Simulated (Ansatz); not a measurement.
`C[Se][Zr]([F])([F])[N](C)C` + `NCF` → `C[Se]CN` + `C[N](C)[Zr]([F])([F])[F]`  (formal exchange of groups at the Se–Zr bond)

Calculated with Ansatz (gas phase, PBE0-D4/def2-TZVP geometries, no zero-point term in ΔE). CBS: MP2 limit from def2 TZ/QZ plus the TZ coupled-cluster correction, frozen cores. Elements past krypton have def2 core potentials. For Se, Zr outer-core shells are correlated without core-valence functions, which leaves a few kJ/mol of doubt a bond. Scalar relativity is left out up to krypton. Each species was taken in one conformer, which may not be the lowest.

`C[Se][Zr]([F])([F])[N](C)C`:

Z-matrix (Å, degrees):
```
Zr
C 1 3.058
Se 1 2.591 2 103.5
F 1 1.912 2 86.4 3 -110.2
C 1 3.022 2 46.9 3 93.3
F 1 1.910 2 130.5 3 128.9
N 1 1.998 2 22.9 3 93.2
H 2 1.098 1 124.2 3 -168.8
H 2 1.093 1 78.3 3 87.7
H 2 1.098 1 123.3 3 -16.1
C 3 1.966 1 101.4 2 0.2
H 5 1.098 1 123.8 2 -77.8
H 5 1.094 1 76.8 2 179.6
H 5 1.098 1 124.4 2 77.1
H 11 1.087 3 110.1 1 59.1
H 11 1.089 3 106.7 1 178.2
H 11 1.088 3 110.4 1 -63.1
```

`NCF`:

```xyz
7

N    -0.227   -0.522    0.689
C     0.223    0.456   -0.210
F    -0.022    0.142   -1.558
H    -1.229   -0.653    0.655
H     0.237   -1.410    0.566
H    -0.286    1.404   -0.023
H     1.304    0.583   -0.120
```

`C[Se]CN`:

```xyz
11

C    -1.005   -0.289   -1.390
Se   -1.123   -0.957    0.429
C     0.693   -0.401    1.000
N     0.975    0.997    1.062
H    -0.871    0.792   -1.398
H    -1.947   -0.528   -1.881
H    -0.190   -0.779   -1.923
H     0.800   -0.854    1.986
H     1.397   -0.891    0.326
H     0.964    1.425    0.146
H     0.305    1.485    1.643
```

`C[N](C)[Zr]([F])([F])[F]`:

Cartesian coordinates in Å:
```
C 0.901 0.465 -1.161
N 0.051 0.157 -0.033
C -0.646 1.310 0.491
Zr -0.218 -1.702 0.668
F -0.685 -1.564 2.516
F 1.373 -2.696 0.304
F -1.679 -2.490 -0.288
H 0.323 0.877 -1.998
H 1.416 -0.431 -1.520
H 1.671 1.199 -0.890
H 0.060 2.079 0.832
H -1.298 1.762 -0.267
H -1.269 1.035 1.348
```

```json
{"species": "`C[Se][Zr]([F])([F])[N](C)C`", "CCSD(T)/def2-TZVPP energy (Eh)": "-2820.93277"}
{"species": "`NCF`", "CCSD(T)/def2-TZVPP energy (Eh)": "-194.84875"}
{"species": "`C[Se]CN`", "CCSD(T)/def2-TZVPP energy (Eh)": "-2535.06283"}
{"species": "`C[N](C)[Zr]([F])([F])[F]`", "CCSD(T)/def2-TZVPP energy (Eh)": "-480.75162"}
```

Task: Work out ΔE.

Result: ΔE = (-2535.06283) + (-480.75162) − (-2820.93277) − (-194.84875) = -0.03293 Eh = -86.5 kJ/mol. CCSD(T)/CBS gives -90.3 kJ/mol.

Largest T1 diagnostic among the species: 0.016.

From PBE to PBE0 (25 % exact exchange), in def2-TZVPP and without D4, ΔE moves by +4.1 kJ/mol. The D4 term adds +4.9 kJ/mol with B3LYP and +3.7 kJ/mol with PBE0; it sums over pairs of atoms, weighted by their polarisabilities, and B3LYP, whose exchange is more repulsive, gets the larger term.

B3LYP here is the variant with VWN-RPA as its local correlation; programs differ in this.
